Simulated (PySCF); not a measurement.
C2F3, SMILES F[C]=C(F)F (connectivity only; charge and spin as stated), charge +1, multiplicity 1. Heavy atoms are numbered as in [F:1][C:2]=[C:3]([F:4])[F:5].

Coordinates come from a B3LYP-D3(BJ)/def2-SVP optimisation. The spin state was assumed, not searched. The isomer is the one that the SMILES or the coordinates give; other isomers of the formula were not compared.

Method: KT2/pcSseg-2 (PySCF).

GIAO shieldings, no solvent; atoms alike by connectivity are averaged. δ = σ(ref) − σ: ¹⁹F against CFCl3 (σ = 125.1 ppm); ¹³C against TMS (σ = 184.2 ppm), references at their B3LYP-D3(BJ)/def2-TZVP geometries, non-relativistic.

Question: Estimate the chemical shifts. (An estimate is asked for; the answer gives what the named calculation found.)

Answer: 
```json
[
 {"nucleus": "¹⁹F", "atoms": "F1", "count": "1", "δ (ppm)": "532.3"},
 {"nucleus": "¹⁹F", "atoms": "F4", "count": "2", "δ (ppm)": "-26.5"},
 {"nucleus": "¹³C", "atoms": "C2", "count": "1", "δ (ppm)": "529.7"},
 {"nucleus": "¹³C", "atoms": "C3", "count": "1", "δ (ppm)": "188.7"}
]
```
